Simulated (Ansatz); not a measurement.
Gas-phase reaction (SMILES): [CH3][Ge]([CH3])([CH3])[CH3] [tetramethylgermane] -> [CH2][Ge]([CH3])([CH3])[CH3] + H atom; the C-H bond at the site shown breaks (other sites are not compared here).

Geometries: B3LYP-D3(BJ)/def2-TZVP minima from Ansatz (a program for electronic structure), one conformer each, not searched for the lowest. Valence correlation only, unless marked. UHF or UKS for open shells. Spin-orbit coupling is left out. Frozen are the shells of the preceding noble gas and the d and f shells that filled before the atom's block. Non-relativistic. CBS(X,Y): correlation extrapolated as X^-3; Hartree-Fock from the larger set. [CCSD(T)-MP2]/basis is that difference in the basis named. Thermal terms are rigid-rotor harmonic-oscillator values from B3LYP-D3(BJ) frequencies (Ansatz) at 298.15 K and 1 atm. 1 Eh = 627.5095 kcal/mol. Atoms have translation alone.

```json
[
 {"species": "[CH3][Ge]([CH3])([CH3])[CH3]", "E, RI-MP2/CBS(cc-pVTZ,cc-pVQZ)+[CCSD(T)-MP2]/cc-pVTZ (Ansatz) (Eh)": "-2234.99540", "E, r2SCAN-D4/def2-TZVPD (Ansatz + dftd4) (Eh)": "-2236.63061", "H - E (Eh)": "0.15652"},
 {"species": "[CH2][Ge]([CH3])([CH3])[CH3]", "E, RI-MP2/CBS(cc-pVTZ,cc-pVQZ)+[CCSD(T)-MP2]/cc-pVTZ (Ansatz) (Eh)": "-2234.32055", "E, r2SCAN-D4/def2-TZVPD (Ansatz + dftd4) (Eh)": "-2235.96450", "H - E (Eh)": "0.14297"},
 {"species": "H atom", "E, RI-MP2/CBS(cc-pVTZ,cc-pVQZ)+[CCSD(T)-MP2]/cc-pVTZ (Ansatz) (Eh)": "-0.49995", "E, r2SCAN-D4/def2-TZVPD (Ansatz + dftd4) (Eh)": "-0.49993", "H - E (Eh)": "0.00236"}
]
```

**Question.** Work out ΔE and ΔH at 298.15 K at the first level, then ΔH at the second.

**Answer.** 
1. ΔE = [(-2234.32055) + (-0.49995)] - [(-2234.99540)] = 0.17490 Eh = 109.8 kcal/mol at RI-MP2/CBS(cc-pVTZ,cc-pVQZ)+[CCSD(T)-MP2]/cc-pVTZ.
2. The terms H - E add up to -0.01119 Eh, so ΔH = (0.17490 + (-0.01119))×627.5095 = 102.7 kcal/mol.
3. At r2SCAN-D4/def2-TZVPD the same steps give ΔE = 104.3 and ΔH = 97.3 kcal/mol, a shift of -5.4 from the first level.
4. These values are not checked against measurement here, since the tables used lack a sound gas-phase enthalpy of formation for at least one species.
